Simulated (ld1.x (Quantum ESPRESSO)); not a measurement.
Before and after: RRKJ potential for nitrogen

- Element: N
- Generator: ld1.x (Quantum ESPRESSO) 7.5
- Type: norm-conserving RRKJ (Kleinman–Bylander form)
- Functional: PBE
- Relativity: scalar-relativistic
- Frozen core: [He]
- Valence charge: 5
- Reference configuration: 2s2 2p3
- Partial waves: 2s (bound): rc 0.75 bohr; 2p (bound): rc 1.35 bohr; 3d channel at 0.25 Ry: rc 1.35 bohr
- Local potential: the d channel
- Core correction: a·sin(br)/r model core, default radius (core density twice the valence density)

All-electron outer shells of the reference configuration (PBE, scalar-relativistic, ld1.x):

| shell | level (eV) | outermost node (bohr) | outermost maximum (bohr) |
| --- | --- | --- | --- |
| 1s | -384.72 | – | 0.15 |
| 2s | -18.58 | 0.32 | 1.02 |
| 2p | -7.09 | – | 0.98 |

Change: core correction none.

Cutoffs: the cutoffs (Ry, on a coarse ladder) from which the occupation-weighted sum of valence levels, in a spherical-Bessel basis at the reference potential, stays within 10 and 1 mRy of its value at 400 Ry; they do not see the model core or the augmentation charge, which bear on the density cutoff. Errors are all-electron minus pseudo energies relative to the spin-unpolarised reference configuration.

Predict the effect on cutoff, ghosts and configuration errors.

The potential gets neither clearly harder nor softer (70 Ry and 160 Ry → 70 Ry and 160 Ry); of the 7 tests that both files solve, the error grows in 3 and shrinks in 0 by more than 15 % and 0.3 meV (median size 9.9 → 11.9 meV); neither file shows a bound ghost. Exchange and correlation are not linear in the density, so unscreening with the valence charge alone errs where core and valence overlap; a model core restores that term. The default core radius of the base comes out at 0.41 bohr.

| quantity | base | changed |
| --- | --- | --- |
| cutoff, loose | 70 Ry | 70 Ry |
| cutoff, tight | 160 Ry | 160 Ry |
| bound ghosts | none | none |
| error for 2s2 2p2, meV [ΔE 13.59 eV] | +9.9 | +11 |
| error for 2s2 2p1, meV [ΔE 42.45 eV] | +108 | +119 |
| error for 2s2 2p0, meV [ΔE 89.53 eV] | +510 | +601 |
| error for 2s2 2p3.3, meV [ΔE -1.62 eV] | +0.2 | +0.2 |
| error for 2s1 2p0, meV [ΔE 167.35 eV] | +881 | +1054 |
| error for 2s1 2p3, meV [ΔE 25.37 eV] | -8.8 | -12 |
| error for 2s1 2p4, meV [ΔE 11.51 eV] | +7.1 | +7.1 |
| s: phases at 1.51 bohr within 0.05 rad from the reference energy up to (Ry; the scan ends near 5) | to the end of the scan | to the end of the scan |
| p: phases at 1.51 bohr within 0.05 rad from the reference energy up to (Ry; the scan ends near 5) | to the end of the scan | to the end of the scan |
| d: phases at 1.51 bohr within 0.05 rad from the reference energy up to (Ry; the scan ends near 5) | to the end of the scan | to the end of the scan |
